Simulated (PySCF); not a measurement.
Ge(H)2(F)(Et) (C₂H₇FGe), SMILES C[CH2][GeH2][F].

The structure is a stationary point at B3LYP-D3(BJ)/def2-SVP. Other conformers were not sampled.

Two levels are set side by side: PBE/def2-TZVP (PySCF) and PBE0/def2-TZVP (PySCF). Same geometry, gas phase. Differences are taken from unrounded values.

```csv
quantity,PBE
orbital gap (eV),6.60
highest occupied level (eV),-7.18
lowest empty level (eV),-0.58
dipole moment (D),2.35
mean polarisability (bohr³),56.2
```

**Question.** These are the PBE values. What does PBE0 give? (An estimate is asked for; the answer gives what the named calculation found.)

**Answer.** 
| quantity | PBE0 | PBE minus PBE0 |
|---|---|---|
| orbital gap (eV) | 8.82 | -2.22 |
| highest occupied level (eV) | -8.49 | 1.31 |
| lowest empty level (eV) | 0.33 | -0.91 |
| dipole moment (D) | 2.47 | -0.12 |
| mean polarisability (bohr³) | 54.2 | 2.0 |

Without exact exchange PBE keeps part of each electron's self-repulsion, which lifts occupied levels and narrows the gap. Loosely held outer electrons make PBE densities more polarisable. Differences between two approximate levels are no errors against the true value.

Rough cost on one machine, each run with all the roots and properties that it gave: PBE0 against PBE within a factor of 2.
